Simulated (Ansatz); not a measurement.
Gas-phase electronic energies from Ansatz, PBE0-D4/def2-TZVP geometries. CCSD(T)/CBS adds triple-zeta CCSD(T) − MP2 to the extrapolated MP2 energy (def2 sets, frozen cores). DFT in def2-TZVPP. HSE06 is defined as in plane-wave codes. def2 core potentials past Kr. For Ga, Mo outer-core shells are correlated without core-valence functions, which leaves a few kJ/mol of doubt a bond. Scalar relativity is left out up to krypton. Each species was taken in one conformer, which may not be the lowest.

Reaction (redistribution): `[CH3][Mo](=[O])(=[O])[F]` + `[CH3][Ga]([OH])[OH]` → `[O]=[Mo](=[O])([OH])[F]` + `[CH3][Ga]([CH3])[OH]`

```json
{"level": "LDA (SPW92)", "ΔE (kJ/mol)": "-38.5", "difference from CCSD(T)/CBS": "-17.1"}
{"level": "PBE0-D4", "ΔE (kJ/mol)": "-31.2", "difference from CCSD(T)/CBS": "-9.8"}
{"level": "CAM-B3LYP-D4", "ΔE (kJ/mol)": "-30.9", "difference from CCSD(T)/CBS": "-9.5"}
{"level": "ωB97M-V", "ΔE (kJ/mol)": "-29.0", "difference from CCSD(T)/CBS": "-7.6"}
{"level": "PBE-QIDH", "ΔE (kJ/mol)": "-26.9", "difference from CCSD(T)/CBS": "-5.5"}
{"level": "r2SCAN", "ΔE (kJ/mol)": "-34.1", "difference from CCSD(T)/CBS": "-12.7"}
{"level": "HSE06", "ΔE (kJ/mol)": "-31.1", "difference from CCSD(T)/CBS": "-9.7"}
{"level": "RPA@PBE/def2-TZVPP", "ΔE (kJ/mol)": "-23.9", "difference from CCSD(T)/CBS": "-2.5"}
{"level": "HF/def2-QZVPP", "ΔE (kJ/mol)": "-15.6", "difference from CCSD(T)/CBS": "5.8"}
{"level": "MP2/CBS(def2)", "ΔE (kJ/mol)": "-25.4", "difference from CCSD(T)/CBS": "-4.0"}
{"level": "CCSD(T)/CBS", "ΔE (kJ/mol)": "-21.4", "difference from CCSD(T)/CBS": "0"}
```

Largest T1 diagnostic among the species: 0.025, so the coupled-cluster value is less sure than usual.

In def2-TZVPP, CCSD(T) changes the Hartree–Fock value by −5.2 kJ/mol (the triples alone add −3.1 kJ/mol) and MP2 by −9.2 kJ/mol. From r2SCAN to r2SCAN0 (25 % exact exchange), in def2-TZVPP and without D4, ΔE moves by +4.8 kJ/mol.
